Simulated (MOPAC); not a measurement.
Input file for MOPAC: PM7 on ZrAl, 2S+1 = 4, a spin state set in the input, which need not be the lowest, a point of a bond scan (R = 2.901 Å).

```
PM7 1SCF PRECISE CHARGE=0 UHF MS=1.5 THREADS=1
AlZr

Zr     0.00000000 1     0.00000000 1     0.00000000 1
Al     0.00000000 1     0.00000000 1     2.90140900 1
```

Program output:

```
*******************************************************************************
 **                                                                           **
 **                              MOPAC v23.2.5                                **
 **                                                                           **
 *******************************************************************************
 ** MOPAC's Digital Object Identifier: https://doi.org/10.5281/zenodo.6511958 **
 **                                                                           **
 ** Please cite the open-source release paper for use of this MOPAC version:  **
 ** J. E. Moussa and J. J. P. Stewart (2026)                                  **
 ** MOPAC: An open-source semiempirical molecular orbital program             **
 ** J. Open Source Softw., 11(119), 8025, https://doi.org/10.21105/joss.08025 **
 *******************************************************************************

                              PM7 CALCULATION RESULTS

 *******************************************************************************
 *  PM7        - The PM7 Hamiltonian to be used
 *  UHF        - UNRESTRICTED HARTREE-FOCK CALCULATION
 *
 *
 *
 *                 CHARGE ON SYSTEM = 0
 *
 *
 *
 *  MS=        - IN MECI, MAGNETIC COMPONENT OF SPIN =  1.5
 *  PRECISE    - TIGHTER CRITERIA TO BE USED
 *  1SCF       - DO 1 SCF AND THEN STOP
 *  THREADS=1  - MULTI-THREADING NOT USED
 *  T=         - A TIME OF 172800.0 SECONDS REQUESTED
 *  DUMP=N     - RESTART FILE WRITTEN EVERY 7200.0 SECONDS REQUESTED
 *******************************************************************************
PM7 1SCF PRECISE CHARGE=0 UHF MS=1.5 THREADS=1
 AlZr

   ATOM   CHEMICAL          X               Y               Z
  NUMBER   SYMBOL      (ANGSTROMS)     (ANGSTROMS)     (ANGSTROMS)

     1      Zr          0.00000000  *   0.00000000  *   0.00000000  *
     2      Al          0.00000000  *   0.00000000  *   2.90140900  *



          CARTESIAN COORDINATES

    NO.       ATOM           X           Y           Z

     1        Zr          0.0000      0.0000      0.0000
     2        Al          0.0000      0.0000      2.9014

 General Reference for PM7:
 "Optimization of Parameters for Semiempirical Methods VI: More Modifications to the
 NDDO Approximations and Re-optimization of Parameters", J. J. P. Stewart, J. Mol. Mod., 1:32, 19 (2013)
 https://link.springer.com/article/10.1007/s00894-012-1667-x

           Empirical Formula: Zr Al  =     2 atoms



      MOLECULAR POINT GROUP   :   C*v


          UHF CALCULATION, NO. OF ALPHA ELECTRONS =    5
                           NO. OF BETA  ELECTRONS =    2

 -------------------------------------------------------------------------------
 PM7 1SCF PRECISE CHARGE=0 UHF MS=1.5 THREADS=1
 AlZr



     1SCF WAS SPECIFIED, SO BFGS WAS NOT USED
     SCF FIELD WAS ACHIEVED


                              PM7 CALCULATION
                                                       MOPAC v23.2.5 Linux




          FINAL HEAT OF FORMATION =         73.98474 KCAL/MOL =     309.55217 KJ/MOL


          COSMO AREA              =        162.09 SQUARE ANGSTROMS
          COSMO VOLUME            =        183.48 CUBIC ANGSTROMS

          IONIZATION POTENTIAL    =          7.491123 EV
          ALPHA SOMO LUMO (EV)    =         -7.491 -1.710
          BETA  SOMO LUMO (EV)    =         -9.730 -4.885
          NO. OF ALPHA ELECTRONS  =          5
          NO. OF BETA  ELECTRONS  =          2
          MOLECULAR WEIGHT        =        118.2015         POINT GROUP:  C*v

          MOLECULAR DIMENSIONS (Angstroms)

            Atom       Atom       Distance
           Al     2   Zr     1     2.90141
           Al     2   Zr     1     0.00000
           Zr     1   Al     2     0.00000


          SCF CALCULATIONS        =          1





   ATOM   CHEMICAL          X               Y               Z
  NUMBER   SYMBOL      (ANGSTROMS)     (ANGSTROMS)     (ANGSTROMS)

     1      Zr          0.00000000  *   0.00000000  *   0.00000000  *
     2      Al          0.00000000  *   0.00000000  *   2.90140900  *

                             CARTESIAN COORDINATES

   1   Zr        0.000000000     0.000000000     0.000000000
   2   Al        0.000000000     0.000000000     2.901409000


           Empirical Formula: Zr Al  =     2 atoms



      MOLECULAR POINT GROUP   :   C*v


          ALPHA EIGENVALUES
 -12.01273 -11.27960 -10.50548  -8.91408  -7.49112  -1.71041  -1.26885  -0.97966
  -0.92485   2.01976  22.33083  22.55135  24.39082  25.16491  25.31580  26.18465
  26.49189  27.03930


           BETA EIGENVALUES
 -10.43048  -9.72974  -4.88539  -1.47340  -0.36234  -0.29863  -0.28428   0.04982
   0.17849   3.13330  23.69296  23.70660  25.02429  26.20836  26.20858  26.59934
  27.56885  27.58668


              NET ATOMIC CHARGES AND DIPOLE CONTRIBUTIONS

  ATOM NO.   TYPE          CHARGE      No. of ELECS.   s-Pop       p-Pop       d-Pop
    1         Zr           1.922931        2.0771     0.35540     0.00265     1.71902
    2         Al          -1.922931        4.9229     0.04211     4.87168     0.00913
 DIPOLE           X         Y         Z       TOTAL
 POINT-CHG.     0.000     0.000   -26.798    26.798
 HYBRID         0.000     0.000     2.273     2.273
 SUM            0.000     0.000   -24.525    24.525


          ATOMIC ORBITAL ELECTRON POPULATIONS

     Atom    s        px        py        pz      x^2-y^2     xz        z^2       yz        xy
    1 Zr   0.35540   0.00000   0.00000   0.00265   0.99945   0.03926   0.66881   0.01150   0.00000
    2 Al   0.04211   1.95857   0.98790   1.92521   0.00056   0.00217   0.00581   0.00059   0.00000


                    (SZ)    =    1.500000
                    (S**2)  =    3.756568


          ATOMIC ORBITAL SPIN POPULATIONS

    Atom   Total    s     px     py     pz   x^2-y^2  xz     z^2    yz     xy
         Atomic
    1 Zr  1.9773  0.354 -0.000  0.000  0.002  0.999 -0.003  0.612  0.012  0.000
    2 Al  1.0227  0.006  0.003  0.988  0.024  0.001 -0.001  0.002  0.001  0.000

 **********************
 *                    *
 * JOB ENDED NORMALLY *
 *                    *
 **********************




 == MOPAC DONE ==
```

The run finished.

Cost: very roughly 0.020 core-seconds.
